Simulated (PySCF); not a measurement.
CuI, singlet, geometry from GFN2-xTB (such geometries of metal compounds can be far from the true shape) (core potentials on I).

The PySCF input:
```python
from pyscf import gto, scf, dft

mol = gto.Mole()
mol.atom = '''
    Cu   -0.000000   -0.000000   -1.554080
    I     0.000000    0.000000    0.850346
'''
mol.basis = 'def2-qzvpp'
mol.ecp = {'I': 'def2-qzvpp'}
mol.charge = 0
mol.spin = 0
mol.verbose = 4
mol.build()

mf = dft.RKS(mol)
mf.xc = 'm062x'
mf = mf.density_fit(auxbasis='def2-universal-jkfit')
mf.kernel()
```

Question: What does this run give for the HOMO-LUMO gap, number of basis functions, nuclear repulsion energy?

Answer: 
```json
{
 "HOMO-LUMO gap": "5.60 eV",
 "number_of_basis_functions": "182",
 "nuclear_repulsion_energy": "159.5614 Eh"
}
```
